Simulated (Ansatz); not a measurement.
Molecular dynamics of BH5N2O

Input:

```yaml
crystal:
  periodic: [false, false, false]
  atoms:
    - { symbol: B, position_ang: [-0.021398, -0.014108, -0.057813] }
    - { symbol: O, position_ang: [0.021656, 0.02111, 1.32315] }
    - { symbol: H, position_ang: [-0.846873, -0.02885, 1.725928] }
    - { symbol: "N", position_ang: [1.219537, 0.11249, -0.733633] }
    - { symbol: H, position_ang: [1.332754, 0.0802, -1.734243] }
    - { symbol: H, position_ang: [2.077826, 0.239496, -0.218716] }
    - { symbol: "N", position_ang: [-1.250432, -0.163311, -0.766952] }
    - { symbol: H, position_ang: [-2.139075, -0.322927, -0.316922] }
    - { symbol: H, position_ang: [-1.303494, -0.2055, -1.773698] }
basis:
  gaussian: { orbitals: def2-SVP }
hamiltonian:
  xc: pbe0
md:
  timestep: 0.5
  n_steps: 100
  ensemble: nvt_langevin
  temperature: 200.0
  initial_velocities: maxwell_boltzmann
  seed: 750816
  friction: 0.01
```

Command:

```bash
$ ansatz run input.yaml --threads 2 --pin off --max-ram 3072MiB --backend cpu --events-out ev --progress --plain --runs-dir out
```

It starts from a relaxed structure.

Output, in part (one step line in 2, the closing report, with atoms numbered from 0):

```
md step     0: t =     0.00 fs  T =   177.8 K  F+E_penalty+E_count = -5777.60136065 eV  E_kin = 0.206816 eV  (24 SCF iters)
md step     2: t =     1.00 fs  T =   142.9 K  F+E_penalty+E_count = -5777.57140567 eV  E_kin = 0.166220 eV  (25 SCF iters)
md step     4: t =     2.00 fs  T =   119.1 K  F+E_penalty+E_count = -5777.53226076 eV  E_kin = 0.138564 eV  (25 SCF iters)
md step     6: t =     3.00 fs  T =   137.3 K  F+E_penalty+E_count = -5777.53589144 eV  E_kin = 0.159783 eV  (25 SCF iters)
md step     8: t =     4.00 fs  T =   165.9 K  F+E_penalty+E_count = -5777.55246186 eV  E_kin = 0.192948 eV  (24 SCF iters)
md step    10: t =     5.00 fs  T =   145.5 K  F+E_penalty+E_count = -5777.52603743 eV  E_kin = 0.169298 eV  (24 SCF iters)
md step    12: t =     6.00 fs  T =   109.8 K  F+E_penalty+E_count = -5777.48169432 eV  E_kin = 0.127769 eV  (25 SCF iters)
md step    14: t =     7.00 fs  T =   119.9 K  F+E_penalty+E_count = -5777.48708684 eV  E_kin = 0.139433 eV  (25 SCF iters)
md step    16: t =     8.00 fs  T =   161.7 K  F+E_penalty+E_count = -5777.52382742 eV  E_kin = 0.188136 eV  (24 SCF iters)
md step    18: t =     9.00 fs  T =   175.5 K  F+E_penalty+E_count = -5777.52232526 eV  E_kin = 0.204156 eV  (24 SCF iters)
md step    20: t =    10.00 fs  T =   163.9 K  F+E_penalty+E_count = -5777.49760900 eV  E_kin = 0.190712 eV  (24 SCF iters)
md step    22: t =    11.00 fs  T =   166.8 K  F+E_penalty+E_count = -5777.49857590 eV  E_kin = 0.194018 eV  (25 SCF iters)
md step    24: t =    12.00 fs  T =   193.3 K  F+E_penalty+E_count = -5777.52477227 eV  E_kin = 0.224931 eV  (25 SCF iters)
md step    26: t =    13.00 fs  T =   186.3 K  F+E_penalty+E_count = -5777.52360328 eV  E_kin = 0.216687 eV  (25 SCF iters)
md step    28: t =    14.00 fs  T =   147.5 K  F+E_penalty+E_count = -5777.48193768 eV  E_kin = 0.171569 eV  (25 SCF iters)
md step    30: t =    15.00 fs  T =   129.6 K  F+E_penalty+E_count = -5777.46246361 eV  E_kin = 0.150718 eV  (25 SCF iters)
md step    32: t =    16.00 fs  T =   151.1 K  F+E_penalty+E_count = -5777.48168107 eV  E_kin = 0.175738 eV  (24 SCF iters)
md step    34: t =    17.00 fs  T =   153.7 K  F+E_penalty+E_count = -5777.49166665 eV  E_kin = 0.178777 eV  (24 SCF iters)
md step    36: t =    18.00 fs  T =   143.3 K  F+E_penalty+E_count = -5777.47662298 eV  E_kin = 0.166699 eV  (25 SCF iters)
md step    38: t =    19.00 fs  T =   134.8 K  F+E_penalty+E_count = -5777.46841073 eV  E_kin = 0.156876 eV  (24 SCF iters)
md step    40: t =    20.00 fs  T =   163.2 K  F+E_penalty+E_count = -5777.49092351 eV  E_kin = 0.189834 eV  (25 SCF iters)
md step    42: t =    21.00 fs  T =   164.0 K  F+E_penalty+E_count = -5777.50684543 eV  E_kin = 0.190840 eV  (24 SCF iters)
md step    44: t =    22.00 fs  T =   155.2 K  F+E_penalty+E_count = -5777.48990199 eV  E_kin = 0.180568 eV  (25 SCF iters)
md step    46: t =    23.00 fs  T =   122.2 K  F+E_penalty+E_count = -5777.47383229 eV  E_kin = 0.142103 eV  (25 SCF iters)
md step    48: t =    24.00 fs  T =   139.6 K  F+E_penalty+E_count = -5777.48437623 eV  E_kin = 0.162446 eV  (25 SCF iters)
md step    50: t =    25.00 fs  T =   131.3 K  F+E_penalty+E_count = -5777.49009295 eV  E_kin = 0.152745 eV  (25 SCF iters)
md step    52: t =    26.00 fs  T =   138.2 K  F+E_penalty+E_count = -5777.47621765 eV  E_kin = 0.160786 eV  (25 SCF iters)
md step    54: t =    27.00 fs  T =   136.5 K  F+E_penalty+E_count = -5777.45969624 eV  E_kin = 0.158779 eV  (25 SCF iters)
md step    56: t =    28.00 fs  T =   163.5 K  F+E_penalty+E_count = -5777.47085773 eV  E_kin = 0.190212 eV  (25 SCF iters)
md step    58: t =    29.00 fs  T =   192.1 K  F+E_penalty+E_count = -5777.49528293 eV  E_kin = 0.223467 eV  (24 SCF iters)
md step    60: t =    30.00 fs  T =   208.6 K  F+E_penalty+E_count = -5777.49515309 eV  E_kin = 0.242636 eV  (24 SCF iters)
md step    62: t =    31.00 fs  T =   222.2 K  F+E_penalty+E_count = -5777.47873908 eV  E_kin = 0.258472 eV  (24 SCF iters)
md step    64: t =    32.00 fs  T =   252.1 K  F+E_penalty+E_count = -5777.49550746 eV  E_kin = 0.293304 eV  (23 SCF iters)
md step    66: t =    33.00 fs  T =   267.1 K  F+E_penalty+E_count = -5777.50874499 eV  E_kin = 0.310774 eV  (24 SCF iters)
md step    68: t =    34.00 fs  T =   249.9 K  F+E_penalty+E_count = -5777.48185075 eV  E_kin = 0.290709 eV  (25 SCF iters)
md step    70: t =    35.00 fs  T =   229.0 K  F+E_penalty+E_count = -5777.44942798 eV  E_kin = 0.266448 eV  (24 SCF iters)
md step    72: t =    36.00 fs  T =   235.4 K  F+E_penalty+E_count = -5777.44005286 eV  E_kin = 0.273858 eV  (24 SCF iters)
md step    74: t =    37.00 fs  T =   246.5 K  F+E_penalty+E_count = -5777.43718083 eV  E_kin = 0.286710 eV  (24 SCF iters)
md step    76: t =    38.00 fs  T =   205.4 K  F+E_penalty+E_count = -5777.40652883 eV  E_kin = 0.238976 eV  (24 SCF iters)
md step    78: t =    39.00 fs  T =   183.2 K  F+E_penalty+E_count = -5777.36855673 eV  E_kin = 0.213074 eV  (25 SCF iters)
md step    80: t =    40.00 fs  T =   184.5 K  F+E_penalty+E_count = -5777.38089750 eV  E_kin = 0.214684 eV  (25 SCF iters)
md step    82: t =    41.00 fs  T =   222.8 K  F+E_penalty+E_count = -5777.42011668 eV  E_kin = 0.259193 eV  (25 SCF iters)
md step    84: t =    42.00 fs  T =   207.7 K  F+E_penalty+E_count = -5777.41746006 eV  E_kin = 0.241579 eV  (24 SCF iters)
md step    86: t =    43.00 fs  T =   189.2 K  F+E_penalty+E_count = -5777.40691262 eV  E_kin = 0.220155 eV  (25 SCF iters)
md step    88: t =    44.00 fs  T =   202.5 K  F+E_penalty+E_count = -5777.43593051 eV  E_kin = 0.235591 eV  (25 SCF iters)
md step    90: t =    45.00 fs  T =   241.9 K  F+E_penalty+E_count = -5777.48198155 eV  E_kin = 0.281365 eV  (25 SCF iters)
md step    92: t =    46.00 fs  T =   259.8 K  F+E_penalty+E_count = -5777.47988986 eV  E_kin = 0.302187 eV  (25 SCF iters)
md step    94: t =    47.00 fs  T =   219.1 K  F+E_penalty+E_count = -5777.42942110 eV  E_kin = 0.254835 eV  (25 SCF iters)
md step    96: t =    48.00 fs  T =   193.7 K  F+E_penalty+E_count = -5777.41447299 eV  E_kin = 0.225394 eV  (25 SCF iters)
md step    98: t =    49.00 fs  T =   239.4 K  F+E_penalty+E_count = -5777.45013369 eV  E_kin = 0.278505 eV  (24 SCF iters)
md step   100: t =    50.00 fs  T =   255.1 K  F+E_penalty+E_count = -5777.46780726 eV  E_kin = 0.296820 eV  (25 SCF iters)
Total energy: -5777.46783108 eV, -212.3180266839 hartree
Atom 0 at    -0.052071    -0.063474    -0.114693 Å, force     2.062859     0.564261     0.016539 eV/Å
Atom 1 at     0.166515    -0.141385     1.253282 Å, force    -1.222506    -0.400867     0.060936 eV/Å
Atom 2 at    -0.674240    -0.384169     1.671686 Å, force     0.487636     0.217226     0.163080 eV/Å
Atom 3 at     1.158665    -0.052766    -0.869770 Å, force    -0.140950    -0.030126    -1.120399 eV/Å
Atom 4 at     1.211674     0.093876    -1.879900 Å, force    -0.188510    -0.017970     0.575169 eV/Å
Atom 5 at     2.061272     0.053814    -0.438569 Å, force     0.056552    -0.135212     0.297993 eV/Å
Atom 6 at    -1.303289     0.149974    -0.707881 Å, force    -1.573999    -0.268952    -0.556840 eV/Å
Atom 7 at    -2.149341     0.103468    -0.157685 Å, force    -0.032500     0.022264     0.134681 eV/Å
Atom 8 at    -1.552148     0.072745    -1.695608 Å, force     0.551418     0.049377     0.428841 eV/Å
Dipole moment:    -0.382873    -0.050355    -0.255253 e Å
```

The run went to its last step. A run of 0.05 ps of so small a system gives no equilibrium averages.

The same pairs are bonded in the first frame and the last. Pairs count as bonded within 1.25 times the sum of covalent radii (0.12 Å more for H–H).

Last frame:

```xyz
9
Properties=species:S:1:pos:R:3
B -0.052 -0.064 -0.115
O 0.167 -0.141 1.253
H -0.674 -0.384 1.672
N 1.159 -0.053 -0.870
H 1.212 0.094 -1.880
H 2.061 0.054 -0.439
N -1.303 0.150 -0.708
H -2.149 0.103 -0.158
H -1.552 0.073 -1.696
```

The run took 66 s on 2 threads of Intel(R) Xeon(R) 6975P-C (Granite Rapids), with other jobs on the host, peak memory 0.16 GiB.
